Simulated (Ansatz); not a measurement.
Wavefunction ladder for CH6OSSi2 (`O=C([SiH3])S[SiH3]`)

```xyz
11

O    -1.084    0.619   -0.606
C    -0.524   -0.073    0.207
Si   -1.447   -0.990    1.628
S     1.248   -0.323    0.179
Si    1.604    0.912   -1.556
H    -0.893   -0.519    2.921
H    -1.199   -2.445    1.478
H    -2.889   -0.674    1.512
H     0.904    0.359   -2.736
H     3.073    0.824   -1.741
H     1.205    2.311   -1.286
```

The species carries charge 0 and has multiplicity 1. All single points use the PBE0-D4/def2-TZVP geometry. Frozen core, restricted reference, Ansatz 0.2.0. CBS rows extrapolate triple and quadruple zeta; past MP2 they add the triple-zeta difference.

| basis | HF (Eh) | MP2 corr. | CCSD corr. | (T) | CCSD(T) total |
| --- | --- | --- | --- | --- | --- |
| def2-TZVPP | -1091.70723 | -0.81456 | -0.86889 | -0.03998 | -1092.61610 |
| def2-QZVPP | ? | ? | – | – | – |
| CBS(def2) | -1091.74631 | ? | ? | as TZ | ? |

Fill in the withheld values. (Best estimate.)

Ansatz gave: def2-QZVPP HF (Eh): -1091.74158; def2-QZVPP MP2 corr.: -0.87756; CBS(def2) MP2 corr.: -0.92423; CBS(def2) CCSD corr.: -0.97856; CBS(def2) CCSD(T) total: -1092.76485.
